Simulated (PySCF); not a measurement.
**Potential energy of MoO along the bond**

Set-up: basis Mo def2-TZVPP with ECP28, O def2-TZVPP; scalar-relativistic core potentials; PySCF 2.14. Energies in eV from Mo (4d5 5s1) + O in their ground configurations at the same level. State: ⁵Π (quintet), unpaired electrons σ ↑, π ↑, δ ↑↑.

All columns are r²SCAN. A positive dipole means Mo(−)O(+).

```tsv
R (Å)	E (eV)	μ (D)	Mulliken charge on Mo (basis-dependent)	HOMO (eV)	LUMO (eV)	Mayer bond order	⟨S²⟩
1.447	-3.207	-0.91	0.46	-3.36	-2.88	2.36	6.01
1.515	-4.378	-1.58	0.48	-3.59	-3.08	2.31	6.02
1.582	-5.053	-2.21	0.50	-3.83	-3.30	2.27	6.03
1.633	-5.311	-2.64	0.50	-4.00	-3.47	2.25	6.03
1.683	-5.406	-3.05	0.50	-4.17	-3.63	2.23	6.05
1.734	-5.375	-3.41	0.51	-4.32	-3.78	2.20	6.06
1.801	-5.193	-3.84	0.50	-4.50	-3.94	2.15	6.11
1.885	-4.824	-4.24	0.50	-4.67	-4.08	2.04	6.21
1.986	-4.300	-4.51	0.48	-4.80	-4.07	1.82	6.41
2.121	-3.623	-4.65	0.45	-4.92	-3.87	1.47	6.69
```

A fit through these points gives, at Re = 1.694 Å, μ = -3.13 D and dμ/dR = -7.47 D/Å; the reduced mass is 13.75 u.

Question: How strong is the fundamental in the double-harmonic approximation, I = 42.26·(dμ/dR)²/μred km/mol?

Answer: I = 42.26·(-7.47)²/13.75 = 172 km/mol at r²SCAN.

The metal atom is held in its measured ground configuration; semilocal functionals can put another filling of s and d lower by some tenths of an eV, and De to that atom would be smaller. ⟨S²⟩ of the unrestricted solution departs from its pure value on part of the curve, where spin states mix. These are scalar-relativistic numbers at best; spin–orbit coupling would shift them, the dissociation energy most. The state is the lowest single determinant that the PBE0 search found; with open d or f shells the true ground state can be another one.
